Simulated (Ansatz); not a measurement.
Reaction (substitution at a C–Si bond): `C[Si](N)(S)Cl` + `N=C[SeH]` → `C/N=C/[SeH]` + `N[SiH](S)Cl`

Program: Ansatz. Geometries: PBE0-D4/def2-TZVP. ΔE: electronic, gas phase. CCSD(T)/CBS adds triple-zeta CCSD(T) − MP2 to the extrapolated MP2 energy (def2 sets, frozen cores). DFT in def2-TZVPP. B3LYP here is the variant with VWN-RPA as its local correlation; programs differ in this. For Se outer-core shells are correlated without core-valence functions, which leaves a few kJ/mol of doubt a bond. Scalar relativity is left out up to krypton. One conformer a species, not always the lowest.

| level | ΔE (kcal/mol) | difference from CCSD(T)/CBS |
| --- | --- | --- |
| PBE-D4 | 15.9 | -0.8 |
| r2SCAN-D4 | 16.9 | 0.2 |
| PBE0-D4 | 16.3 | -0.4 |
| B3LYP-D4 | 15.8 | -0.9 |
| ωB97X-V | 16.1 | -0.6 |
| ωB97M-V | 17.3 | 0.6 |
| B2PLYP | 15.4 | -1.3 |
| PBE | 15.0 | -1.7 |
| r2SCAN | 16.7 | 0.0 |
| PBE0 | 15.6 | -1.1 |
| B3LYP | 14.5 | -2.2 |
| HF/def2-TZVPP | 14.3 | -2.4 |
| MP2/def2-TZVPP | 16.8 | 0.1 |
| SCS-MP2/def2-TZVPP | 15.7 | -1.0 |
| CCSD/def2-TZVPP | 16.2 | -0.5 |
| CCSD(T)/def2-TZVPP | 16.3 | -0.4 |
| HF/def2-QZVPP | 14.3 | -2.4 |
| MP2/def2-QZVPP | 17.0 | 0.3 |
| SCS-MP2/def2-QZVPP | 15.9 | -0.8 |
| HF/CBS(def2) | 14.3 | -2.4 |
| MP2/CBS(def2) | 17.2 | 0.5 |
| CCSD/CBS(def2) | 16.6 | -0.1 |
| CCSD(T)/CBS | 16.7 | 0 |

Largest T1 diagnostic among the species: 0.012.

In def2-TZVPP, CCSD(T) changes the Hartree–Fock value by +2.0 kcal/mol (the triples alone add +0.1 kcal/mol) and MP2 by +2.4 kcal/mol. The D4 term adds +1.3 kcal/mol with B3LYP and +0.7 kcal/mol with PBE0; it sums over pairs of atoms, weighted by their polarisabilities, and B3LYP, whose exchange is more repulsive, gets the larger term.
